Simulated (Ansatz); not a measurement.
Born–Oppenheimer molecular dynamics of ClH3O2Si (7 atoms, charge 0, multiplicity 1). It starts from a relaxed structure.

The calculation used RHF/def2-SVP in Ansatz 0.2.0.

```yaml
ensemble: NVT, Langevin thermostat
time_step: 1 fs
steps_asked: 150
set_temperature: 300 K
friction: 0.5 /fs
seed: 42081
```

First frame:

```xyz
7
Properties=species:S:1:pos:R:3
Si -0.075 -0.015 -0.013
Cl -0.082 0.106 2.058
H 1.316 -0.070 -0.448
O -0.758 1.298 -0.680
H -1.694 1.427 -0.653
O -0.947 -1.334 -0.424
H -0.960 -2.108 0.116
```

(1) How far do the bonds stretch over the last three quarters of this one trajectory? (Pairs bonded in most of those frames.)

Results:

(1) 
| bond | mean (Å) | spread (Å) | shortest | longest |
| --- | --- | --- | --- | --- |
| Si1–Cl2 | 2.138 | 0.025 | 2.10 | 2.20 |
| Si1–H3 | 1.471 | 0.029 | 1.40 | 1.54 |
| Si1–O4 | 1.613 | 0.023 | 1.59 | 1.68 |
| Si1–O6 | 1.653 | 0.020 | 1.61 | 1.69 |
| O4–H5 | 0.953 | 0.019 | 0.91 | 1.00 |
| O6–H7 | 0.951 | 0.023 | 0.90 | 1.01 |

Mean temperature of the second half: 285 K. A run of 0.15 ps of so small a system gives no equilibrium averages. The friction is so strong that the motion is overdamped, so the time scale means little.

Time of the run: 2.7 min on 1 thread of Arm Neoverse V1, with other jobs on the host, peak memory 0.13 GiB.
